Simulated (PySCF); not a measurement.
Be(Br)(I), BeBrI, SMILES [Br][Be][I], singlet, B3LYP/def2-SVP optimised geometry.

```
3

Be    -0.11     0.00     0.00
Br    -2.07     0.00     0.00
I      2.07     0.00     0.00
```

Density from B3LYP/def2-TZVP, def2 effective core potentials past Kr (PySCF) at that geometry. The core electrons that the potentials of I replace are not part of the density.

Minimum of the electron density along straight lines between bonded atoms, close to the bond critical point (lines longer than 1.1 times the sum of covalent radii, or with two minima, are not listed):

```json
[
 {"bond": "Be1–Br2", "length / Å": "1.962", "ρ at the minimum / e bohr⁻³": "0.077", "∇²ρ there / e bohr⁻⁵": "0.28", "position (fraction from the first atom)": "0.30"},
 {"bond": "Be1–I3", "length / Å": "2.173", "ρ at the minimum / e bohr⁻³": "0.068", "∇²ρ there / e bohr⁻⁵": "0.12", "position (fraction from the first atom)": "0.29"}
]
```
